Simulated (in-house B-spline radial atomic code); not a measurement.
Ionising S3+ with different functionals

Computed with a radial B-spline atomic code at the basis-set limit: non-relativistic Hamiltonian, point nucleus, spin-polarised at highest spin, spherical fractional occupations for the functionals, the average over the highest-spin determinants for Hartree-Fock. The ionisation energy is the difference of two self-consistent energies, [Ne] 3s2 3p1 → [Ne] 3s2, without Breit or QED terms; ε is the level of the shell that loses the electron (its least bound occupied spin orbital).

Hybrids are left out here: with spherical fractional occupations of an open shell their exact exchange keeps a self-interaction that integer-occupation calculations don't have.

```json
{"method": "Hartree-Fock", "rung": "Hartree-Fock", "ΔSCF (eV)": "46.47", "-ε(3p) (eV)": "46.72"}
{"method": "LDA VWN5", "rung": "LDA", "ΔSCF (eV)": "47.33", "-ε(3p) (eV)": "41.04"}
{"method": "LDA PW92", "rung": "LDA", "ΔSCF (eV)": "47.33", "-ε(3p) (eV)": "41.03"}
{"method": "LDA exchange-only", "rung": "LDA", "ΔSCF (eV)": "46.02", "-ε(3p) (eV)": "39.82"}
{"method": "PBE", "rung": "GGA", "ΔSCF (eV)": "47.21", "-ε(3p) (eV)": "40.99"}
{"method": "PBEsol", "rung": "GGA", "ΔSCF (eV)": "47.17", "-ε(3p) (eV)": "40.95"}
{"method": "BLYP", "rung": "GGA", "ΔSCF (eV)": "47.15", "-ε(3p) (eV)": "40.85"}
{"method": "RPBE", "rung": "GGA", "ΔSCF (eV)": "47.16", "-ε(3p) (eV)": "40.98"}
{"method": "PW91", "rung": "GGA", "ΔSCF (eV)": "?", "-ε(3p) (eV)": "?"}
{"method": "BP86", "rung": "GGA", "ΔSCF (eV)": "47.32", "-ε(3p) (eV)": "41.07"}
{"method": "AM05", "rung": "GGA", "ΔSCF (eV)": "47.14", "-ε(3p) (eV)": "40.92"}
{"method": "OLYP", "rung": "GGA", "ΔSCF (eV)": "47.15", "-ε(3p) (eV)": "41.01"}
{"method": "TPSS", "rung": "meta-GGA", "ΔSCF (eV)": "47.18", "-ε(3p) (eV)": "41.05"}
{"method": "SCAN", "rung": "meta-GGA", "ΔSCF (eV)": "47.07", "-ε(3p) (eV)": "41.08"}
{"method": "r2SCAN", "rung": "meta-GGA", "ΔSCF (eV)": "?", "-ε(3p) (eV)": "?"}
{"method": "M06-L", "rung": "meta-GGA", "ΔSCF (eV)": "46.77", "-ε(3p) (eV)": "40.89"}
{"method": "revTPSS", "rung": "meta-GGA", "ΔSCF (eV)": "47.12", "-ε(3p) (eV)": "41.00"}
```

Problem. What does PW91 give?

Solution. ΔSCF 47.31 eV, and -ε(3p) = 41.07 eV.

Problem. What does r2SCAN give?

Solution. ΔSCF 47.05 eV, and -ε(3p) = 41.04 eV.

Problem. How do they compare with the NIST value?

Solution. NIST lists 47.22 eV ± 0.012 (semi-empirical, ground level to ground level). Errors run from -1.21 to +0.11 eV; PBE is closest (-0.01 eV), but part of that can be cancellation, since the calculations leave out relativity, Breit-QED terms, multiplet and fine-structure energies. Hartree-Fock also lacks correlation.
